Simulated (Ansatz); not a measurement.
The first iterations of a band of BCl2F + FH (6 atoms, charge 0, multiplicity 1).

These are results of RKS PBE-D4/def2-SVP (Ansatz 0.2.0), not measurements.

```
movable images  : 7
climbing image  : from the first iteration
spring          : 5.0 eV/Å²
optimiser       : lbfgs
start path      : through a guess of the saddle point
force threshold : 0.05 eV/Å
iteration limit : 60
end points      : relaxed
```

First end point:

```xyz
6
Properties=species:S:1:pos:R:3
B 0.054 0.212 0.080
Cl 0.034 0.554 1.834
Cl 1.520 0.457 -0.845
F -1.099 -0.005 -0.525
F 0.306 -2.116 0.632
H 0.258 -1.766 1.506
```

Last end point:

```xyz
6
Properties=species:S:1:pos:R:3
B 0.112 -0.439 -0.507
Cl 0.076 0.096 2.578
Cl 1.525 0.487 -0.972
F -1.106 0.041 -0.688
F 0.250 -1.681 -0.046
H 0.216 -1.167 2.315
```

| iteration | highest image above the first end (eV) | largest band force component (eV/Å) |
| --- | --- | --- |
| 1 | 1.960 | 4.536 |
| 2 | 1.301 | 2.519 |
| 3 | 0.801 | 1.953 |
| 4 | 0.549 | 1.534 |
| 5 | 0.383 | 2.236 |
| 6 | 0.358 | 1.099 |
| 7 | 0.338 | 0.960 |
| 8 | 0.309 | 1.252 |
| 9 | 0.304 | 0.658 |
| 10 | 0.299 | 0.315 |

**Question.** Does the band converge within its limit, and where does its top end?

**Answer.** The run converged. It ended after 30 iterations with the highest image 0.280 eV above the first end. Another band between the same ends (7 images) ends at a top of the same energy, where a vibrational analysis finds 1 clearly imaginary mode. The orbitals stay closed-shell, which can raise the energy where a bond breaks towards radicals; this wasn't checked here.

The run took 7.3 min on 1 thread of Arm Neoverse V1, on a shared host, peak memory 0.15 GiB.
